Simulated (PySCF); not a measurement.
**How the method moves the HOMO and LUMO of `C=[CH][AlH][O]C`**

Compound: C₃H₇AlO.
Cartesian coordinates in Å at the PBE0-D3(BJ)/def2-SVP level; atoms count from 1:
```xyz
12
C3H7AlO angstrom
C     -2.918    0.006   -0.185
C     -1.699   -0.342   -0.629
Al    -0.127    0.222    0.350
O      1.406   -0.206   -0.241
C      2.749   -0.066    0.071
H     -3.845   -0.284   -0.697
H     -3.054    0.606    0.725
H     -1.650   -0.944   -1.547
H     -0.257    1.073    1.685
H      3.221   -1.053    0.225
H      3.293    0.430   -0.753
H      2.922    0.530    0.988
```

Basis pcSseg-2 throughout (PySCF), one geometry. Geometry: PBE0-D3(BJ)/def2-SVP, one conformer, isolated molecule.

**Question.** How do the orbital energies, the gap and the dipole change with the method?

**Answer.** 
```tsv
method	kind	HOMO (eV)	LUMO (eV)	gap (eV)	μ (D)	SCF cycles
BLYP	GGA	-6.34	-1.87	4.47	0.10	17
OPBE	GGA	-6.36	-1.82	4.54	0.12	16
PBE	GGA	-6.42	-2.01	4.42	0.09	17
B97-D	GGA	-6.46	-1.89	4.57	0.09	16
LDA	LDA	-6.53	-2.23	4.30	0.14	16
BP86	GGA	-6.54	-2.08	4.46	0.10	18
KT2	GGA	-6.55	-2.03	4.52	0.13	17
KT3	GGA	-6.56	-1.93	4.63	0.13	17
B97-2	global hybrid	-7.60	-1.14	6.46	0.18	14
B3LYP	global hybrid	-7.64	-1.34	6.30	0.18	14
PBE0	global hybrid	-7.85	-1.14	6.71	0.20	14
mPW1PW91	global hybrid	-7.88	-1.14	6.74	0.20	13
BHandHLYP	global hybrid	-8.90	-0.27	8.63	0.27	12
CAM-B3LYP	range-separated hybrid	-9.25	-0.15	9.11	0.24	13
wB97X-D	range-separated hybrid	-9.75	0.56	10.31	0.22	14
HF	Hartree–Fock	-10.28	1.63	11.91	0.35	11
LC-wPBE	range-separated hybrid	-10.59	0.92	11.51	0.27	13
```

The HOMO spans 4.25 eV, from BLYP down to LC-wPBE, and the gap runs from 4.30 eV (LDA) to 11.91 eV (HF). Over the methods BLYP (0 %), OPBE (0 %), PBE (0 %), B97-D (0 %), LDA (0 %), BP86 (0 %), KT2 (0 %), KT3 (0 %), B97-2 (21 %), B3LYP (20 %), PBE0 (25 %), mPW1PW91 (25 %), BHandHLYP (50 %), HF (100 %), a straight line through the gap against the share of exact exchange rises by 0.76 eV for each 10 % (correlation coefficient 0.996). The dipole ranges from 0.09 D (PBE) to 0.35 D (HF). This basis has no diffuse functions.
